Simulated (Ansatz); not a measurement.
`CB([SiH3])CF` + `O[SiH]1[SiH2][SiH2]1` → `CBCF` + `O[Si]1([SiH3])[SiH2][SiH2]1`  (redistribution)

Gas-phase electronic energies from Ansatz, PBE0-D4/def2-TZVP geometries. CBS: MP2 limit from def2 TZ/QZ plus the TZ coupled-cluster correction, frozen cores. DFT in def2-TZVPP. B3LYP here is the variant with VWN-RPA as its local correlation; programs differ in this. Each species was taken in one conformer, which may not be the lowest.

```json
{"level": "B3LYP", "ΔE (kJ/mol)": "-28.5"}
{"level": "SCS-MP2/def2-TZVPP", "ΔE (kJ/mol)": "-32.2"}
```

(1) What does CCSD(T)/CBS give? (An estimate is asked.)

Largest T1 diagnostic among the species: 0.015.

Results:

(1) Ansatz gave: -32.8 kJ/mol. The listed levels differ from it by 4.3, 0.6 kJ/mol.

In def2-TZVPP, CCSD(T) changes the Hartree–Fock value by −5.8 kJ/mol (the triples alone add −2.1 kJ/mol) and MP2 by −10.0 kJ/mol. The D4 term adds −3.7 kJ/mol with B3LYP and −2.2 kJ/mol with PBE0; it sums over pairs of atoms, weighted by their polarisabilities, and B3LYP, whose exchange is more repulsive, gets the larger term.
